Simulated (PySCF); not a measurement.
# Peak assignment

Cartesian coordinates in Å; atom numbers follow the order of the lines, from 1:
```xyz
19

Si   -1.6986   -1.7822    0.0711
N    -1.1244   -0.0768   -0.0837
Si   -2.1894    1.3336   -0.3164
C     0.2228    0.0519    0.0156
O     0.8563   -1.0360    0.2583
B     2.3863   -1.0952    0.0832
O     2.9217    0.2372    0.5768
C     2.2352    1.2871    0.3483
C     0.9140    1.2874   -0.0584
H    -3.1730   -1.6708   -0.1150
H    -1.1148   -2.6264   -1.0026
H    -1.4071   -2.3186    1.4261
H    -3.5750    0.8036   -0.3824
H    -2.0388    2.2762    0.8284
H    -1.8335    2.0336   -1.5834
H     2.6218   -1.1768   -1.1158
H     2.8104   -1.9900    0.7816
H     2.7562    2.2385    0.5304
H     0.3994    2.2289   -0.2411
```

Averaged over atoms made equivalent by symmetry, fast rotation or ring inversion, gas phase, one computed conformer, non-relativistic. NMR shieldings at PBE0/pcSseg-1/GIAO; PBE0-D3(BJ)/def2-SVP structure; PySCF 2.14.0 with density-fitted response routines.

Scale: TMS for $^{13}$C (σref 184.41) and $^{1}$H (σref 31.27) (reference shieldings calculated alike).

Question: Assign these signals to the numbered atoms. $^{13}$C{$^{1}$H} NMR (computed): δ 182.1 (CH), 180.5 (C), 91.6 (CH).

Answer: 
```tsv
δ (ppm)	atoms	environment	reason
182.1	C8	alkene carbon bearing oxygen	an sp2 carbon further deshielded by the attached heteroatom
180.5	C4	amide carbonyl carbon	lone-pair donation from the attached heteroatom keeps it upfield of a ketone carbonyl
91.6	C9	β carbon of an enol-ether or enamine type C=C	the O or N lone pair pushes π density onto this β carbon and shields it
```

C8 and C4 lie closer than the usual error of such a calculation, so a measured spectrum could show them in the other order.

Question: Assign these signals to the numbered atoms. $^{1}$H NMR (500 MHz, computed): δ 7.64 (d, 1H), 5.03 (d, 1H), 4.73 (s, 6H), 3.78 (br, 2H).

Answer: 
7.64 → H18, hydrogen on an alkene carbon bearing oxygen: attached to an sp2 carbon and in the plane of the double bond
5.03 → H19, hydrogen on a β carbon of an enol-ether or enamine type C=C: lone-pair donation from O or N shields it, upfield of ordinary alkene protons
4.73 → H10/H11/H12/H13/H14/H15, hydrogen on a silicon bonded to N
3.78 → H16/H17, hydrogen on a boron bonded to 2 O, in a 6-membered ring

Hydrogens on boron are broadened and split by $^{11}$B (spin 3/2, 80 %) and 10B (spin 3). Shifts are as computed. Against solution values, carbons near 30 ppm lie about +2 ppm off and those near 130 ppm about +5 ppm. Of 1309 compounds with measured shifts, 239 miss one by over three times the rms of a fit or turn the order of signals round; such compounds aren't used in these exercises. Multiplicities follow the n + 1 count of equivalent neighbours, as no J values were calculated; m marks all less simple cases, F and P coupling included.
